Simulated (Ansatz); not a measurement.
Basis-set extrapolation for CH4BOS, SMILES `CO[B]S` radical (PBE0-D4/def2-TZVP geometry, frozen core, Ansatz 0.2.0). Multiplicity 2, UHF reference.

|  | def2-TZVPP | def2-QZVPP |
| --- | --- | --- |
| HF | -537.353103 | -537.371016 |
| MP2 correlation | -0.659131 | -0.710182 |
| CCSD(T) correlation | -0.726052 | -0.773412 |

Energies in hartree. Use E(X) = E(∞) + A·exp(−7.88·√X) for Hartree–Fock and E(X) = E(∞) + B·X^(−2.97) for correlation, with X = 3 and 4.

Question: What is the CCSD(T) energy at the basis-set limit?

Answer: HF limit: -537.371016 + (-0.017913) × 0.13774 = -537.37348. Correlation limit: -0.773412 + (-0.047360) × 0.74074 = -0.80849. Total: -538.18197 hartree, 64.5 kcal/mol below CCSD(T)/def2-TZVPP.
